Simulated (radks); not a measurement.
The nuclear charge of the lutetium ion Lu+ is varied continuously with 70 electrons held in [Xe] 4f14 6s2. Method: Dirac Kohn-Sham, PBE, spin-unpolarised, spherical densities, finite nucleus; Fermi nuclear charge, rms radius 5.37 fm; computed with a radial shooting solver on a logarithmic mesh with Libxc functionals. By the Hellmann-Feynman theorem dE/dZ = E(electron-nucleus)/Z, the electronic potential at the nucleus (averaged over a nucleus of fixed radius).

Z      E (hartree)  E(electron-nucleus)/Z (hartree)   HOMO  e(HOMO) (eV)  <r> HOMO (bohr)
70     -14074.2514                         -499.244  4f7/2        -2.446           0.8042
70.25  -14199.4070                         -502.000  6s1/2        -5.515            3.721
70.5   -14325.2514                         -504.754  6s1/2        -7.241            3.547
70.75  -14451.7843                         -507.509  6s1/2        -9.088            3.398
71     -14579.0058                         -510.264  6s1/2       -11.044            3.267
71.25  -14706.9164                         -513.021  6s1/2       -13.103            3.152
71.5   -14835.5167                         -515.782  6s1/2       -15.259            3.049
71.75  -14964.8075                         -518.545  6s1/2       -17.508            2.955
72     -15094.7894                         -521.312  6s1/2       -19.845            2.871

The central difference of E at Z = 71 is -510.264 hartree, to compare with the third column; the second derivative is -11 hartree.
